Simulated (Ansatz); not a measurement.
# Group exchange: CH4O + C2H4I2 → HOI + C3H7I

Gas-phase species: CH4O (methanol) `CO`, singlet; C2H4I2 (1,2-diiodoethane) `ICCI`, singlet; HOI (hypoiodous acid) `OI`, singlet; C3H7I `CCCI`, singlet. The partners trade CH3 for I: O–CH3 and C–I bonds give way to O–I and C–CH3.

Shapes, held fixed at every level: PBE0-D4/def2-TZVP. Flexible molecules stand in one conformer, not always the lowest. Programs: Ansatz 0.2.0. Electronic energies: no zero-point or thermal term.

Question: Estimate ΔE of this reaction.

Answer: The highest level, CCSD(T)/def2-TZVPP, gives ΔE = +55.2 kJ/mol; the levels span +47.4 to +68.7. The column of differences is taken from that level and isn't an error. No measured value is set beside it here. For atoms past krypton def2 sets carry core potentials with scalar relativity. Outer-core shells of I are correlated, in sets that cover them unevenly.

| level | kind | ΔE (kJ/mol) | less CCSD(T)/def2-TZVPP |
| --- | --- | --- | --- |
| HF/def2-TZVPP | Hartree–Fock | +68.7 | +13.5 |
| r2SCAN-D4/def2-TZVPP | meta-GGA | +50.8 | -4.4 |
| B3LYP-D4/def2-TZVPP | global hybrid | +49.3 | -5.9 |
| PBE0-D4/def2-TZVPP | global hybrid | +53.5 | -1.7 |
| wB97M-V/def2-TZVPP | range-separated hybrid | +47.4 | -7.8 |
| CCSD/def2-TZVPP | coupled cluster or CI | +56.5 | +1.3 |
| CCSD(T)/def2-TZVPP | coupled cluster or CI | +55.2 | 0.0 |
